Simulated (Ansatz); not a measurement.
AlClH4OSi (`[OH][Al]([SiH3])[Cl]`), 8 atoms. Total charge 0; spin multiplicity 1. All runs use 2 threads of an Arm Neoverse V2 on a shared host. Correlated methods freeze the cores.

Task: Give the basis size and wall time and peak host memory of each of these runs in Ansatz. RHF-MP2/def2-QZVPP energy; RHF-CCSD(T)/def2-SVP energy; RKS r2SCAN0-D4/def2-TZVPP energy; RKS r2SCAN-D4/def2-TZVPP energy and forces; RKS BHLYP-D4/def2-TZVPP energy; direct RPA on PBE orbitals/def2-TZVPP energy; RKS PBE0-D4/def2-TZVP frequencies; RKS HSE06 (plane-wave form)-D4/def2-TZVPP energy; RKS PBE0-D4/def2-SVP energy; RHF-CCSD(T)/def2-TZVPP energy; RKS ωB97M-V/def2-SVP energy; RKS PBE0-D4/def2-TZVP relaxation (6 steps). (Estimate.)

Result: The calculation gave: Other jobs shared the machine, so times are rough.

| level | job | functions | wall time | peak host memory (GiB) |
| --- | --- | --- | --- | --- |
| RKS PBE0-D4/def2-SVP | energy | 88 | 1.2 s | 0.4 |
| RHF-CCSD(T)/def2-SVP | energy | 88 | 2.1 s | 0.4 |
| RKS BHLYP-D4/def2-TZVPP | energy | 213 | 3.3 s | 0.5 |
| RKS HSE06 (plane-wave form)-D4/def2-TZVPP | energy | 213 | 3.4 s | 0.51 |
| direct RPA on PBE orbitals/def2-TZVPP | energy | 213 | 4.7 s | 0.4 |
| RKS r2SCAN-D4/def2-TZVPP | energy and forces | 213 | 5.5 s | 0.28 |
| RKS r2SCAN0-D4/def2-TZVPP | energy | 213 | 6 s | 0.51 |
| RKS ωB97M-V/def2-SVP | energy | 88 | 6.5 s | 0.4 |
| RHF-MP2/def2-QZVPP | energy | 387 | 16 s | 1.6 |
| RKS PBE0-D4/def2-TZVP | relaxation (6 steps) | 166 | 24 s | 0.4 |
| RHF-CCSD(T)/def2-TZVPP | energy | 213 | 63 s | 2.7 |
| RKS PBE0-D4/def2-TZVP | frequencies | 166 | 110 s | 0.4 |
